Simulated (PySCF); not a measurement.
OSn, charge -1, doublet, geometry from GFN2-xTB (such geometries of metal compounds can be far from the true shape) (a state made from the parent by changing its charge; the spin is typed, not shown lowest) (core potentials on Sn) (a gas-phase anion, which may not be bound at this level); PBE/def2-TZVP run with PySCF.

PySCF was given this input:
```python
from pyscf import gto, scf, dft

mol = gto.Mole()
mol.atom = '''
    Sn   -0.000000   -0.000000   -0.266800
    O     0.000000    0.000000    1.667501
'''
mol.basis = 'def2-tzvp'
mol.ecp = {'Sn': 'def2-tzvp'}
mol.charge = -1
mol.spin = 1
mol.verbose = 3
mol.build()

mf = dft.UKS(mol)
mf.xc = 'pbe'
mf.grids.prune = dft.gen_grid.sg1_prune
mf.kernel()
mf.analyze()
```

It wrote (shortened):

```
Traceback (most recent call last):
  File "input.py", line 18, in <module>
  File "<string>", line 2, in kernel
  File "site-packages/pyscf/scf/hf.py", line 2099, in scf
  File "site-packages/pyscf/scf/hf.py", line 132, in kernel
  File "site-packages/pyscf/dft/uks.py", line 42, in get_veff
  File "site-packages/pyscf/dft/uks.py", line 192, in initialize_grids
  File "site-packages/pyscf/dft/rks.py", line 506, in initialize_grids
  File "site-packages/pyscf/dft/gen_grid.py", line 653, in build
  File "<string>", line 6, in gen_atomic_grids
  File "site-packages/pyscf/dft/gen_grid.py", line 318, in gen_atomic_grids
  File "site-packages/pyscf/dft/gen_grid.py", line 81, in sg1_prune
IndexError: index 50 is out of bounds for axis 0 with size 19
```

The program stopped with an error.
